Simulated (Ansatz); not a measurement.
Kohn–Sham single points on FH₆NOSi₂ (`O[SiH2]N[SiH2]F`).

```yaml
crystal:
  periodic: [false, false, false]
  atoms:
    - {symbol: O, position_ang: [-1.271084, 1.687775, 1.390554]}
    - {symbol: Si, position_ang: [-0.823785, 0.137135, 1.084843]}
    - {symbol: N, position_ang: [-0.371875, -0.128377, -0.560782]}
    - {symbol: Si, position_ang: [1.143116, -0.634227, -1.164655]}
    - {symbol: F, position_ang: [1.262260, -2.226941, -1.265714]}
    - {symbol: H, position_ang: [-0.624241, 2.377847, 1.235697]}
    - {symbol: H, position_ang: [0.369323, -0.262139, 1.873886]}
    - {symbol: H, position_ang: [-2.025551, -0.645669, 1.444582]}
    - {symbol: H, position_ang: [-1.115396, -0.051717, -1.242598]}
    - {symbol: H, position_ang: [1.322984, -0.124613, -2.542991]}
    - {symbol: H, position_ang: [2.199651, -0.186173, -0.232222]}
basis:
  gaussian: {orbitals: def2-TZVPP}
hamiltonian: {xc: {name: CAM-B3LYP}, dispersion: d4}
output: {orbitals: {seedname: orbitals}}
```

```sh
$ ansatz run in.yaml --threads 4 --pin off --events-out ev --progress --plain --max-ram 10444MiB
```

Output, abridged:

```
Functional definition: CAM-B3LYP
1398 factors; their error is unknown
348 factors; integrals over basis functions are off by at most 1.4e-5 eV
mean field evaluation 1: about -22103.9391 eV, gradient 7.8e1 eV
mean field evaluation 2: about -22097.6574 eV, gradient 9.7e1 eV
mean field evaluation 4: about -22113.6045 eV, gradient 3.1e0 eV
mean field evaluation 8: about -22113.6536 eV, gradient 4.6e-2 eV
mean field -22113.65357809 eV, -812.6617798222 hartree, gradient 3.7e-5 eV, S^2 0.000000; 0 other end points of the search recorded, 0 dependent functions left out
reference -22113.65371419 eV, -812.6617848235 hartree; 29, 29 occupied and 232, 232 virtual orbitals, 1398 factors
Total energy: -22113.85691495 eV, -812.6692523140 hartree
```

It took 3.8 s on 4 threads of an Arm Neoverse V1 on a shared host, with 0.76 GiB of host memory at the peak.

With the line `hamiltonian: {xc: {name: r2SCAN0}, dispersion: d4}` (abridged; 6.5 s):

```
Functional definition: r2SCAN0
mean field evaluation 16: about -22109.6415 eV, gradient 3.3e-5 eV
mean field -22109.64153589 eV, -812.5143399906 hartree, gradient 3.3e-5 eV, S^2 0.000000
Total energy: -22109.71002285 eV, -812.5168568401 hartree
```

The same input with `hamiltonian: {xc: r2scan, dispersion: d4}` and forces (abridged; 6 s):

```
Functional definition: r2SCAN
mean field evaluation 16: about -22110.6520 eV, gradient 2.1e-4 eV
mean field -22110.65203703 eV, -812.5514752228 hartree, gradient 2.9e-5 eV, S^2 0.000000
Total energy: -22110.71006390 eV, -812.5536076706 hartree
Atom 0 force    -0.044632     0.033307     0.020546 eV/Å
Atom 1 force     0.003281    -0.041096     0.040422 eV/Å
Atom 2 force     0.011481    -0.006205     0.007407 eV/Å
Atom 3 force     0.061362     0.036087    -0.038516 eV/Å
Atom 4 force     0.001002    -0.044792     0.004548 eV/Å
Atom 5 force     0.016486     0.020043    -0.001910 eV/Å
Atom 6 force    -0.026312    -0.011365    -0.012694 eV/Å
Atom 7 force     0.027312     0.016341    -0.001145 eV/Å
Atom 8 force    -0.028135     0.003412    -0.024104 eV/Å
Atom 9 force     0.000921    -0.004822     0.030211 eV/Å
Atom 10 force    -0.022764    -0.000910    -0.024763 eV/Å
Dipole moment:     0.011229     0.377108    -0.143327 e Å
```

The same input with `hamiltonian: {xc: {name: B3LYP}, dispersion: d4}` and forces (abridged; 5.5 s):

```
Functional definition: B3LYP
mean field evaluation 16: about -22116.3318 eV, gradient 2.8e-4 eV
mean field -22116.33175014 eV, -812.7602008295 hartree, gradient 6.9e-5 eV, S^2 0.000000
Total energy: -22116.71266348 eV, -812.7741991366 hartree
Atom 0 force    -0.010756     0.122979     0.019247 eV/Å
Atom 1 force    -0.036166    -0.221376     0.159710 eV/Å
Atom 2 force    -0.046719     0.004009    -0.041222 eV/Å
Atom 3 force     0.171976     0.226045    -0.100263 eV/Å
Atom 4 force     0.014215    -0.205549    -0.005558 eV/Å
Atom 5 force    -0.011031     0.063140     0.010383 eV/Å
Atom 6 force    -0.092903     0.020216    -0.042735 eV/Å
Atom 7 force     0.082485     0.044980    -0.017316 eV/Å
Atom 8 force     0.000613     0.001915    -0.000172 eV/Å
Atom 9 force    -0.004384    -0.029358     0.090020 eV/Å
Atom 10 force    -0.067330    -0.027001    -0.072095 eV/Å
Dipole moment:     0.022786     0.377282    -0.142050 e Å
```

The same input with `hamiltonian: {xc: {name: wB97M-V}}` and forces (abridged; 13 s):

```
Functional definition: wB97M-V
mean field evaluation 16: about -22111.9810 eV, gradient 1.8e-5 eV
mean field -22111.98098905 eV, -812.6003133085 hartree, gradient 1.8e-5 eV, S^2 0.000000
Total energy: -22111.98104383 eV, -812.6003153218 hartree
Atom 0 force     0.022637     0.115573     0.003901 eV/Å
Atom 1 force    -0.014738    -0.230943     0.148745 eV/Å
Atom 2 force    -0.038587     0.007834    -0.032855 eV/Å
Atom 3 force     0.174347     0.224530    -0.074141 eV/Å
Atom 4 force     0.005497    -0.124433    -0.002171 eV/Å
Atom 5 force    -0.036316    -0.010182     0.013329 eV/Å
Atom 6 force    -0.129837     0.041705    -0.087219 eV/Å
Atom 7 force     0.144874     0.089068    -0.041751 eV/Å
Atom 8 force     0.016829    -0.003855     0.013395 eV/Å
Atom 9 force    -0.021630    -0.059251     0.165056 eV/Å
Atom 10 force    -0.123077    -0.050046    -0.106288 eV/Å
Dipole moment:     0.020945     0.376833    -0.146181 e Å
```

The same input with `hamiltonian: {xc: {name: BHLYP}, dispersion: d4}` (abridged; 3.5 s):

```
Functional definition: BHLYP
mean field -22112.39439347 eV, -812.6155056406 hartree, gradient 4.9e-5 eV, S^2 0.000000
Total energy: -22112.69054374 eV, -812.6263889625 hartree
```

B3LYP takes the VWN-RPA correlation (the form of Gaussian; ORCA's B3LYP/G).
